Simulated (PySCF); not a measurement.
Harmonic spectrum computed at PBE0 in the def2-TZVP basis family (core potentials from Rb on, PySCF, no spin–orbit coupling):

| symmetry | ω (cm⁻¹) | IR (km/mol) |
| --- | --- | --- |
| a' | 142 | 9.0 |
| a' | 662 | 116 |
| a' | 1079 | 196 |

**Question.** Which molecule gave it? In each, all ligands are bound to the one heavy central atom.
A. IrOF (singlet)
B. GaOF (singlet)
C. InOF (singlet)
D. AlOF (singlet)
E. RuOF (doublet)

**Answer.** E. It has Cs symmetry with Ru–F 1.826 Å, Ru–O 1.611 Å.
